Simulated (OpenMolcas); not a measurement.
**Lu+: thermal populations, worked from levels**

```json
{"Program": "OpenMolcas", "Basis": "ANO-RCC-VQZP [9s8p6d4f3g2h]", "Scalar Hamiltonian": "DKH2, point nucleus", "Active space": "2 electrons in 6 orbitals (5d 6s)", "State averaging": "2S+1 = 1 even, 20 roots; 2S+1 = 3 even, 15 roots kept (CI in the orbitals of an earlier block)", "Spin-orbit coupling": "state interaction with AMFI integrals over the reference wave functions, term energies averaged over their components"}
```

Methods: CASSCF; MS-CASPT2, IPEA 0.25 Eh, imaginary shift 0.1 Eh (closed shells correlated: 5s 5p). Measured levels: NIST Handbook of Basic Atomic Spectroscopic Data.

**Thermal populations.** Z = Σ (2J + 1) exp(-E/kT) with k = 0.695035 cm-1/K, over the levels below. No other level of either list lies under 27200 cm-1, which is above 7 kT at each temperature.

| Level | 2J + 1 | MS-CASPT2 | measured |
| --- | --- | --- | --- |
| 6s² ¹S₀ | 1 | 0.0 | 0.0 |
| 5d 6s ³D₁ | 3 | 11240 | 11796 |
| 5d 6s ³D₂ | 5 | 11850 | 12435 |
| 5d 6s ³D₃ | 7 | 13730 | 14199 |
| 5d 6s ¹D₂ | 5 | 15950 | 17333 |

```json
{"T (K)": "5000", "Z, MS-CASPT2": "1.469", "Z, measured levels": "1.392", "Ground level (%), MS-CASPT2": "68.1", "Ground level (%), measured levels": "71.8"}
```

At 5000 K, kT = 3475 cm-1, and the computed levels give Z = 1.000 + 0.118 + 0.165 + 0.135 + 0.051 = 1.469.

CASPT2 does not keep the components of a term degenerate, so their means are used; among the terms shown or strongly mixed into the levels shown the widest spread is 200 cm-1 (5d 6s ¹D, MS-CASPT2). Terms from blocks run as CI alone lack orbitals of their own. A single d shell beside an s shell can misplace configurations of different d count against each other. Without dynamic correlation excited terms often stand tens of per cent too high (terms of higher spin than the ground term too low), and those without a measured partner can miss by more than the paired ones (holds for CASSCF). Computed and measured levels are paired by configuration, term and J; levels that our copy of the source lacks, or whose pairing is in doubt (as where it misses far off the trend of its configuration), stay unpaired and out of the deviations. Only configurations of the active space appear.
